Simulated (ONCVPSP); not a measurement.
## PBEsol ONCV dataset for tungsten, scalar-relativistic all-electron reference.

| Quantity | Value |
| --- | --- |
| Element | W |
| Generator | ONCVPSP 4.0.1 |
| Type | optimised norm-conserving Vanderbilt (ONCV) |
| Functional | PBEsol |
| Relativity | scalar-relativistic |
| Frozen core | [Kr] 4d10 4f14 5s2 |
| Valence charge | 12 |
| Reference configuration | 5p6 5d4 6s2 |
| Partial waves | 6s: rc 2.60 bohr, ncon 4, nbas 7, qcut 2.2 1/bohr, 2 projectors, debl 0.4 Ha; 5p: rc 1.55 bohr, ncon 4, nbas 9, qcut 8.4 1/bohr, 3 projectors, debl 1.5 Ha; 5d: rc 2.75 bohr, ncon 4, nbas 9, qcut 5.5 1/bohr, 1 projector |
| Local potential | polynomial inside 1.35 bohr (lpopt 2, dvloc0 1 Ha) |
| Core correction | Teter function, fcfact 2.75, rcfact 1.45 |

In the p channel the program set the typed energies aside and used -1.588, 0.250, 1.750 Ha.

Poles of the logarithmic derivatives, all-electron (AE) and pseudo (PS). Narrow ghost or core levels that the grid stepped over were put in at their known energies. s: poles at -2.9, 1.1 (AE) and -0.3, 1.1, 4.1 (PS) Ha. p: poles at -0.2 (AE) and -0.2 (PS) Ha. d: poles at 0.1, 2.8 (AE) and -1.3, 0.1, 4.2 (PS) Ha. Test radii: s 2.63, p 1.57, d 2.80 bohr.

* Cutoffs needed: 25 Ha and 30 Ha (the cutoffs (Ha) at which the residual kinetic energy of the hardest occupied pseudo-wave falls to 1 and 0.1 mHa per electron)
* Ghost test: ghosts flagged at negative energy: s at -8.0 eV, d at -34.9 eV; no localised positive-energy state flagged; a true bound ghost makes a file unfit for plane-wave use
* Largest excitation error: -38 meV (all-electron minus pseudo) for 5p6 5d4 6s0, out of 4 test configurations
* rms error of d²Exc/dni dnj: 5.18 mHa without and 1.32 mHa with the model core
